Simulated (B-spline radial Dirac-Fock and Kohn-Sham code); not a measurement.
## Pb 5p1/2: cross section and angular parameters

System: neutral lead, configuration [Xe] 4f14 5d10 6s2 6p2; threshold 106.4 eV (tabulated edge). Calculated with a radial finite-basis atomic code, using Dirac-Hartree-Slater photoionisation with a Latter tail; cross sections with all multipoles, angular parameters from the dipole term and its interference with E2.

Input of the calculation (task.json; shells as n, l, electrons):

```json
{"items": [{
  "Z": 82,
  "q": 0,
  "cfg": [[1, 0, 2], [2, 0, 2], [2, 1, 6], [3, 0, 2], [3, 1, 6], [3, 2, 10], [4, 0, 2], [4, 1, 6], [4, 2, 10], [4, 3, 14], [5, 0, 2], [5, 1, 6], [5, 2, 10], [6, 0, 2], [6, 1, 2]],
  "A": 208,
  "rrms": 5.5012,
  "do": "xps",
  "hv": [60, 100, 134.0, 136.0, 152.0, 206.0, 214.0, 219.0, 224.0, 251.0, 308.0, 319.0, 551.0, 600, 800, 975.0, 1000, 1070.0, 1486.9, 2570.0, 2984.4, 3020.0, 3670.0, 7140.0, 7940.0, 8047.8, 12300.0, 12500.0, 13000.0, 13800.0],
  "edges": {"K": 88005.0, "L1": 15861.0, "L2": 15200.0, "L3": 13035.0, "M1": 3851.0, "M2": 3554.0, "M3": 3066.0, "M4": 2586.0, "M5": 2484.0, "N1": 891.8, "N2": 761.9, "N3": 643.5, "N4": 434.3, "N5": 412.2, "N6": 141.7, "N7": 136.9, "O1": 147.0, "O2": 106.4, "O3": 83.3}
}]}
```

Command: `python xray2_run.py task.json out`

For linearly polarised light dσ/dΩ = σ/(4π) [1 + β P₂(cos θ) + (δ + γ cos²θ) sin θ cos φ], with θ from the polarisation vector and φ the angle between the beam and the projection of the electron momentum on the plane normal to the polarisation.

```tsv
hν (eV)	σ (kb)	β	γ	δ
134	364	1.825	0.078	-0.020
136	345	1.794	0.139	-0.023
152	234	1.527	0.464	-0.041
206	88.0	0.582	0.454	-0.023
214	79.1	0.471	0.405	-0.017
219	74.2	0.406	0.373	-0.013
224	69.9	0.347	0.341	-0.009
251	53.2	0.100	0.174	0.012
308	36.9	-0.044	-0.031	0.043
319	35.1	-0.031	-0.047	0.046
551	20.2	0.735	0.227	0.040
600	18.8	0.858	0.289	0.035
800	14.4	1.193	0.434	0.018
975	11.7	1.359	0.463	0.009
1000	11.4	1.377	0.463	0.008
1070	10.6	1.422	0.458	0.006
1486.9	7.15	1.582	0.364	-0.002
2570	3.33	1.703	0.102	-0.006
2984.4	?	?	?	?
3020	2.60	1.716	0.041	-0.006
3670	1.89	1.721	-0.005	-0.007
7140	0.559	1.672	0.178	-0.006
7940	0.452	1.656	0.260	-0.005
8047.8	0.440	1.654	0.272	-0.005
12300	0.179	1.576	0.741	0.007
12500	0.173	1.573	0.762	0.008
13000	0.158	1.564	0.815	0.010
13800	0.138	1.551	0.898	0.013
```

Task: Give the values at Ag Lα (2984.4 eV).

Result: σ = 2.64 kb, β = 1.715, γ = 0.045, δ = -0.006.
